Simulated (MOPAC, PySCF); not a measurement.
C3H8OSi, SMILES `C/C=C(/O)[SiH3]` (Si–C–O–H torsion 180°), neutral singlet in the gas phase. 

Z-matrix (Å, degrees):
```
C
C 1 1.3338
O 1 1.3686 2 123.30
H 3 0.9645 1 109.00 2 0.00
H 2 1.0923 1 118.46 3 0.00
C 2 1.4901 5 116.42 1 180.00
H 6 1.0925 2 112.12 5 -180.00
H 6 1.0946 7 107.39 2 122.63
H 6 1.0946 7 107.39 8 114.75
Si 1 1.8841 2 124.19 5 180.00
H 10 1.4825 1 108.54 2 -180.00
H 10 1.4868 11 109.47 1 -120.89
H 10 1.4868 11 109.47 12 -118.21
```
Charge 0, multiplicity 1.

All levels are single points at this geometry (PBE0-D3(BJ)/def2-TZVP); Pople sets use spherical d functions. Orbital energies aren't observables, and empty levels follow the basis.

| level | HOMO (eV) | LUMO (eV) | gap (eV) | dipole (D) | vertical IE, Delta-SCF (eV) |
|---|---|---|---|---|---|
| PBE0-D3(BJ)/def2-TZVP in PySCF | -6.52 | 0.09 | 6.60 | 1.76 | 8.56 |
| ωB97X-D3(BJ)/def2-TZVP in PySCF | -8.88 | 2.21 | 11.08 | 1.75 | 8.70 |
| B3LYP/3-21G in PySCF | -5.83 | 0.59 | 6.43 | 1.72 | – |
| B3LYP/6-311+G** in PySCF | -6.34 | -0.17 | 6.17 | 1.78 | – |
| B3LYP/LANL2DZ in PySCF | -6.14 | 0.30 | 6.44 | 1.93 | – |
| BP86/6-31G* in PySCF | -5.06 | -0.46 | 4.60 | 1.71 | – |
| M06-2X/6-31G* in PySCF | -7.48 | 1.40 | 8.88 | 1.70 | – |
| PBE/6-31G* in PySCF | -4.95 | -0.37 | 4.59 | 1.70 | 8.22 |
| HF/3-21G in PySCF | -9.03 | 4.24 | 13.26 | 1.96 | – |
| HF/6-31G* in PySCF | -9.00 | 4.11 | 13.11 | 1.82 | 7.59 |
| HF/STO-3G in PySCF | -6.85 | 8.81 | 15.66 | 0.80 | – |
| AM1 in MOPAC | -9.28 | 0.92 | 10.20 | 1.11 | – |
| PM7 in MOPAC | -9.30 | 0.97 | 10.27 | 1.38 | – |
